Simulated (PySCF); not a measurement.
Potential energy surface of F2Sn, singlet: symmetric bend, bond length relaxed. Scanned: F-Sn-F angle. Other coordinates (Sn-F bond length) were minimised at B3LYP/def2-TZVP.

The free coordinates were minimised at B3LYP/def2-TZVP in PySCF; the energy column is CCSD(T) on RHF/def2-TZVP, 6 core orbitals frozen, def2 effective core potentials past Kr run with PySCF 2.14.0, in kJ/mol.

```json
[
 {"a / °": "180", "Sn-F bond length / Å": "2.043", "E": "150.0"},
 {"a / °": "170", "Sn-F bond length / Å": "2.039", "E": "144.8"},
 {"a / °": "160", "Sn-F bond length / Å": "2.028", "E": "129.9"},
 {"a / °": "150", "Sn-F bond length / Å": "2.014", "E": "107.7"},
 {"a / °": "140", "Sn-F bond length / Å": "1.998", "E": "81.4"},
 {"a / °": "130", "Sn-F bond length / Å": "1.982", "E": "54.3"},
 {"a / °": "120", "Sn-F bond length / Å": "1.968", "E": "29.7"},
 {"a / °": "110", "Sn-F bond length / Å": "1.958", "E": "10.7"},
 {"a / °": "100", "Sn-F bond length / Å": "1.950", "E": "0.0"},
 {"a / °": "90", "Sn-F bond length / Å": "1.947", "E": "1.1"},
 {"a / °": "80", "Sn-F bond length / Å": "1.952", "E": "19.5"}
]
```
